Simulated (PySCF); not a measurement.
# TeOI2, singlet: structure and spectrum

Computed with PBE in PySCF with Te def2-SVP with ECP28, O def2-SVP, I def2-SVP with ECP28; scalar-relativistic core potentials, no spin–orbit coupling; density-fitted integrals.

The structure is a minimum.

```xyz
4
charge 0 multiplicity 1, angstrom
Te    0.0000   -0.6808    0.8889
O     0.0000    0.2418    2.4823
I     2.1507    0.3323   -0.6096
I    -2.1507    0.3323   -0.6096
```

| Item | Value |
| --- | --- |
| Point group | Cs |
| Bond lengths | Te–I 2.810 Å (×2), Te–O 1.841 Å |
| Bond angles | I–Te–I 99.9°, I–Te–O 106.3° (×2) |
| Dipole moment | 2.59 D |
| Highest occupied level | -6.68 eV |
| Entropy at 298.15 K and 1 bar | 380.6 J/(mol K) |
| Principal polarisabilities | 56.6, 97.3, 148.4 bohr³ |
| Zero-point energy | 9.0 kJ/mol |
| Heat capacity Cp at 298.15 K | 75.8 J/(mol K) |
| Enthalpy at 298.15 K above 0 K | 18.86 kJ/mol |
| Lowest empty level | -4.30 eV |
| Rotational constants | 0.04382, 0.01396, 0.01105 cm⁻¹ |
| Atomisation energy without zero-point energy | 800 kJ/mol |
| Principal quadrupole moments (Buckingham, traceless) about the centre of mass | -9.72, 2.07, 7.65 D Å |
| Rotational symmetry number | 1 |

Harmonic modes (masses in u: Te 129.906, O 15.995, I 126.904):
```json
{"symmetry": "a'", "ω (cm⁻¹)": "50", "IR (km/mol)": "0.1", "μ (u)": "110.23", "type": "bend"}
{"symmetry": "a''", "ω (cm⁻¹)": "135", "IR (km/mol)": "1.0", "μ (u)": "23.10", "type": "bend"}
{"symmetry": "a'", "ω (cm⁻¹)": "140", "IR (km/mol)": "2.4", "μ (u)": "24.50", "type": "bend"}
{"symmetry": "a'", "ω (cm⁻¹)": "184", "IR (km/mol)": "15.1", "μ (u)": "63.19", "type": "mixed"}
{"symmetry": "a''", "ω (cm⁻¹)": "187", "IR (km/mol)": "44.6", "μ (u)": "47.59", "type": "mixed"}
{"symmetry": "a'", "ω (cm⁻¹)": "812", "IR (km/mol)": "43.4", "μ (u)": "17.72", "type": "stretch"}
```

Charges (e):
```tsv
atom	Mulliken	Löwdin	polar tensor	Mayer order to Te1
Te1	0.71	0.63	1.23	–
O2	-0.43	-0.42	-0.44	1.73
I3,4	-0.14	-0.11	-0.40	0.88
```

Mulliken populations on Te1 (electrons outside its core potential): s 3.90, p 9.07, d 10.32.

Outer orbital energies (eV). occupied: -9.92, -9.34, -7.42, -7.24, -6.99, -6.83, -6.79, -6.68; empty: -4.30, -3.86, -2.32, 4.24.

Counting electrons, tellurium keeps 2 of its valence electrons outside its bonds, so the VSEPR class is AX3E1 and the expected shape is trigonal pyramidal; with unlike ligands the computed point group is Cs.

Only a few start shapes were tried, so a lower isomer may exist.

The final relaxation and frequency run took of the order of 2.3 core-minutes on a shared host.
